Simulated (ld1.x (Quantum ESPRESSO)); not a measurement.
Pseudopotential generation for indium (In): TM, PBE, scalar-relativistic.

ld1.x (Quantum ESPRESSO) 7.5 was run on this input:

```
&input
   title='In', zed=49., rel=1, dft='PBE', iswitch=3,
   config='[Kr] 4d10 5s2 5p1',
   nld=3, rlderiv=3.00, eminld=-3.0, emaxld=5.0, deld=0.02
 /
 &inputp
   pseudotype=2, tm=.true., lloc=2,
   nlcc=.false.,
   file_pseudopw='In.UPF', file_wfcaegen='ae.wfc', file_wfcncgen='nc.wfc', file_beta='beta', file_chi='chi'
 /
3
5S  1  0   2.00   0.00  2.40  2.40  0.0
5P  2  1   1.00   0.00  2.75  2.75  0.0
4D  3  2  10.00   0.00  1.75  1.75  0.0
 &test
   configts(1)='4d10 5s2 5p1'
 /
```

Command:

```bash
ld1.x < In.in > In.out
```

The program printed (shortened: banner, matrices, multipoles, cross overlaps and the repeated all-electron block are left out):

```
Program LD1 v.7.5
     --------------------------- All-electron run ----------------------------

     In
     scalar relativistic calculation

     atomic number is 49.00
     dft =PBE   lsd =0 sic =0 latt =0  beta=0.20 tr2=1.0E-14
     Exchange-correlation= PBE
                           (   1   4   3   4   0   0   0)
     mesh =1241 r(mesh) = 100.30140 a.u. xmin = -7.00 dx = 0.01250
     1 Ry =  13.60569312 eV, c = 137.03599908

     n l     nl                  e(Ry)          e(Ha)          e(eV)
     1 0     1S 1( 2.00)     -2039.9100     -1019.9550    -27754.3892
     2 0     2S 1( 2.00)      -305.4337      -152.7169     -4155.6374
     2 1     2P 1( 6.00)      -274.1375      -137.0687     -3729.8300
     3 0     3S 1( 2.00)       -57.9587       -28.9793      -788.5681
     3 1     3P 1( 6.00)       -47.7106       -23.8553      -649.1352
     4 0     4S 1( 2.00)        -8.7948        -4.3974      -119.6592
     4 1     4P 1( 6.00)        -5.7424        -2.8712       -78.1300
     3 2     3D 1(10.00)       -31.8038       -15.9019      -432.7123
     4 2     4D 1(10.00)        -1.3688        -0.6844       -18.6233
     5 0     5S 1( 2.00)        -0.6035        -0.3017        -8.2110
     5 1     5P 1( 1.00)        -0.1851        -0.0926        -2.5185

     final scf error:  6.6E-15 reached in  26 iterations

     Etot =  -11763.278081 Ry,   -5881.639040 Ha, -160047.551690 eV

     Ekin =   12261.098761 Ry,    6130.549381 Ha,  166820.747093 eV
     Encl =  -28443.021702 Ry,  -14221.510851 Ha, -386987.024767 eV
     Eh   =    4737.642377 Ry,    2368.821188 Ha,   64458.908302 eV
     Exc  =    -318.997517 Ry,    -159.498758 Ha,   -4340.182318 eV

     normalization and overlap integrals

     s(1S/1S) =  1.000000  <r> =   0.0297  <r2> =    0.0012  r(max) =   0.0192
     s(2S/2S) =  1.000000  <r> =   0.1285  <r2> =    0.0195  r(max) =   0.1090
     s(2P/2P) =  1.000000  <r> =   0.1122  <r2> =    0.0154  r(max) =   0.0870
     s(3S/3S) =  1.000000  <r> =   0.3486  <r2> =    0.1390  r(max) =   0.3153
     s(3P/3P) =  1.000000  <r> =   0.3471  <r2> =    0.1399  r(max) =   0.3075
     s(4S/4S) =  1.000000  <r> =   0.8480  <r2> =    0.8143  r(max) =   0.7658
     s(4P/4P) =  1.000000  <r> =   0.9218  <r2> =    0.9725  r(max) =   0.8152
     s(3D/3D) =  1.000000  <r> =   0.3243  <r2> =    0.1250  r(max) =   0.2581
     s(4D/4D) =  1.000000  <r> =   1.1828  <r2> =    1.6828  r(max) =   0.9354
     s(5S/5S) =  1.000000  <r> =   2.6097  <r2> =    7.8334  r(max) =   2.1612
     s(5P/5P) =  1.000000  <r> =   3.7447  <r2> =   16.6771  r(max) =   2.8453

     ------------------------ End of All-electron run ------------------------

     --------------------- Generating NC pseudopotential ---------------------

      Generating local pot.: lloc=2, matching radius rcloc =   1.7500

      Wfc   5S  rcut= 2.419  Using Troullier-Martins method

      Wfc   5P  rcut= 2.741  Using Troullier-Martins method

     ------------------- End of pseudopotential generation -------------------

     Computing logarithmic derivative in   3.01003
     Computing logarithmic derivative in   3.01003
     Computing the partial wave expansion
     R is outside the sphere for l=    0 j= 0.00
     R is outside the sphere for l=    1 j= 0.00
       no projector for channel:   2

     ---------------------- Testing the pseudopotential ----------------------

     In
     scalar relativistic calculation

     atomic number is 49.00   valence charge is 13.00
     dft =PBE   lsd =0 sic =0 latt =0  beta=0.20 tr2=1.0E-14
     mesh =1241 r(mesh) = 100.30140 xmin = -7.00 dx = 0.01250

     n l     nl             e AE (Ry)        e PS (Ry)    De AE-PS (Ry)
     3 2     4D   1(10.00)       -1.36879       -1.36879        0.00000
     1 0     5S   1( 2.00)       -0.60349       -0.60350        0.00000
     2 1     5P   1( 1.00)       -0.18511       -0.18511        0.00000

     eps = 8.2E-15  iter = 25

     Etot =  -11763.278081 Ry,   -5881.639040 Ha, -160047.551690 eV
     Etotps =  -112.442834 Ry,     -56.221417 Ha,   -1529.862691 eV

     Ekin =      87.247140 Ry,      43.623570 Ha,    1187.057810 eV
     Encl =    -288.469790 Ry,    -144.234895 Ha,   -3924.831440 eV
     Ehrt =     101.734220 Ry,      50.867110 Ha,    1384.164571 eV
     Ecxc =     -14.667696 Ry,      -7.333848 Ha,    -199.564173 eV
     Epseu=       1.713293 Ry,       0.856647 Ha,      23.310540 eV

     ---------------------- End of pseudopotential test ----------------------
```

Note: ghost states, extra bound levels that the all-electron valence spectrum of the same l lacks: s at -128.5 eV, p at -38.8 eV. A true bound ghost makes a file unfit for plane-wave use.

Generation and configuration tests took about 2.3 s on one core of a shared server CPU.

Transferability test of the new file with ld1.x, input:

```
&input
   title='In', zed=49., rel=1, dft='PBE', iswitch=2,
   config='[Kr] 4d10 5s2 5p1'
 /
 &test
   file_pseudo='In.UPF', nconf=8,
   configts(1)='4d10 5s2 5p1',
   configts(2)='4d10 5s2 5p0',
   configts(3)='4d10 5s1 5p0',
   configts(4)='4d10 5s0 5p0',
   configts(5)='4d10 5s2 5p0.5',
   configts(6)='4d10 5s0 5p3',
   configts(7)='4d10 5s2 5p1.3',
   configts(8)='4d9 5s0 5p0'
 /
```

```bash
ld1.x < In.test.in > In.test.out
```

Pseudopotential blocks of its output, shortened (energy terms left out; the distinct warnings before each block abridged to one line each):

```
     ---------------------- Testing the pseudopotential ----------------------

     n l     nl             e AE (Ry)        e PS (Ry)    De AE-PS (Ry)
     3 2     4D   1(10.00)       -1.36879       -1.36879        0.00000
     1 0     5S   1( 2.00)       -0.60349       -0.60350        0.00000
     2 1     5P   1( 1.00)       -0.18511       -0.18511        0.00000

     eps = 8.0E-15  iter = 25

     Etot =  -11763.278081 Ry,   -5881.639040 Ha, -160047.551690 eV
     Etotps =  -112.442834 Ry,     -56.221417 Ha,   -1529.862691 eV

     ---------------------- End of pseudopotential test ----------------------

          ---------------------- Testing the pseudopotential ----------------------

     n l     nl             e AE (Ry)        e PS (Ry)    De AE-PS (Ry)
     3 2     4D   1(10.00)       -1.91631       -1.91326       -0.00305
     1 0     5S   1( 2.00)       -1.09694       -1.09651       -0.00043
     2 1     5P   1( 0.00)       -0.61969       -0.61944       -0.00025

     eps = 4.1E-15  iter = 32

     Etot =  -11762.883901 Ry,   -5881.441951 Ha, -160042.188603 eV
     Etotps =  -112.048632 Ry,     -56.024316 Ha,   -1524.499305 eV
     dEtot_ae =       0.394180 Ry
     dEtot_ps =       0.394202 Ry,   Delta E=      -0.000022 Ry

     ---------------------- End of pseudopotential test ----------------------

          ---------------------- Testing the pseudopotential ----------------------

     n l     nl             e AE (Ry)        e PS (Ry)    De AE-PS (Ry)
     3 2     4D   1(10.00)       -2.68486       -2.67787       -0.00699  !
     1 0     5S   1( 1.00)       -1.73982       -1.73743       -0.00239
     2 1     5P   1( 0.00)       -1.19185       -1.18975       -0.00209

     eps = 4.2E-15  iter = 42

     Etot =  -11761.470178 Ry,   -5880.735089 Ha, -160022.953921 eV
     Etotps =  -110.635927 Ry,     -55.317964 Ha,   -1505.278472 eV
     dEtot_ae =       1.807903 Ry
     dEtot_ps =       1.806907 Ry,   Delta E=       0.000996 Ry

     ---------------------- End of pseudopotential test ----------------------

          Warning: n=2, l=1 expected 0 nodes, found 1
     ---------------------- Testing the pseudopotential ----------------------

     n l     nl             e AE (Ry)        e PS (Ry)    De AE-PS (Ry)
     3 2     4D   1(10.00)       -3.51966       -3.50848       -0.01118  !
     1 0     5S   1( 0.00)       -2.43012       -2.42434       -0.00578  !
     2 1     5P   1( 0.00)       -1.81351       -1.81351        0.00000

     eps = 3.1E-16  iter = 12

     Etot =  -11759.388675 Ry,   -5879.694338 Ha, -159994.633626 eV
     Etotps =  -108.558123 Ry,     -54.279061 Ha,   -1477.008504 eV
     dEtot_ae =       3.889406 Ry
     dEtot_ps =       3.884711 Ry,   Delta E=       0.004695 Ry

     ---------------------- End of pseudopotential test ----------------------

          ---------------------- Testing the pseudopotential ----------------------

     n l     nl             e AE (Ry)        e PS (Ry)    De AE-PS (Ry)
     3 2     4D   1(10.00)       -1.62509       -1.62396       -0.00113
     1 0     5S   1( 2.00)       -0.83741       -0.83729       -0.00012
     2 1     5P   1( 0.50)       -0.39025       -0.39019       -0.00006

     eps = 4.7E-15  iter = 26

     Etot =  -11763.135469 Ry,   -5881.567734 Ha, -160045.611355 eV
     Etotps =  -112.300193 Ry,     -56.150097 Ha,   -1527.921970 eV
     dEtot_ae =       0.142612 Ry
     dEtot_ps =       0.142640 Ry,   Delta E=      -0.000028 Ry

     ---------------------- End of pseudopotential test ----------------------

          ---------------------- Testing the pseudopotential ----------------------

     n l     nl             e AE (Ry)        e PS (Ry)    De AE-PS (Ry)
     3 2     4D   1(10.00)       -1.59542       -1.59915        0.00373
     1 0     5S   1( 0.00)       -0.73951       -0.73949       -0.00002
     2 1     5P   1( 3.00)       -0.28182       -0.28171       -0.00011

     eps = 4.7E-15  iter = 24

     Etot =  -11762.399986 Ry,   -5881.199993 Ha, -160035.604596 eV
     Etotps =  -111.564642 Ry,     -55.782321 Ha,   -1517.914281 eV
     dEtot_ae =       0.878095 Ry
     dEtot_ps =       0.878192 Ry,   Delta E=      -0.000097 Ry

     ---------------------- End of pseudopotential test ----------------------

          ---------------------- Testing the pseudopotential ----------------------

     n l     nl             e AE (Ry)        e PS (Ry)    De AE-PS (Ry)
     3 2     4D   1(10.00)       -1.23747       -1.23783        0.00036
     1 0     5S   1( 2.00)       -0.48053       -0.48056        0.00003
     2 1     5P   1( 1.30)       -0.07809       -0.07809        0.00001

     eps = 6.2E-16  iter = 23

     Etot =  -11763.317192 Ry,   -5881.658596 Ha, -160048.083822 eV
     Etotps =  -112.481948 Ry,     -56.240974 Ha,   -1530.394860 eV
     dEtot_ae =      -0.039111 Ry
     dEtot_ps =      -0.039114 Ry,   Delta E=       0.000003 Ry

     ---------------------- End of pseudopotential test ----------------------

          ---------------------- Testing the pseudopotential ----------------------

     n l     nl             e AE (Ry)        e PS (Ry)    De AE-PS (Ry)
     3 2     4D   1( 9.00)       -4.78572       -4.78703        0.00131
     1 0     5S   1( 0.00)       -3.32822       -3.32109       -0.00713  !
     2 1     5P   1( 0.00)       -2.61880       -3.33341        0.71461  !

     eps = 3.9E-17  iter = 12

     Etot =  -11755.244168 Ry,   -5877.622084 Ha, -159938.244736 eV
     Etotps =  -104.418309 Ry,     -52.209154 Ha,   -1420.683464 eV
     dEtot_ae =       8.033913 Ry
     dEtot_ps =       8.024525 Ry,   Delta E=       0.009388 Ry

     ---------------------- End of pseudopotential test ----------------------
```
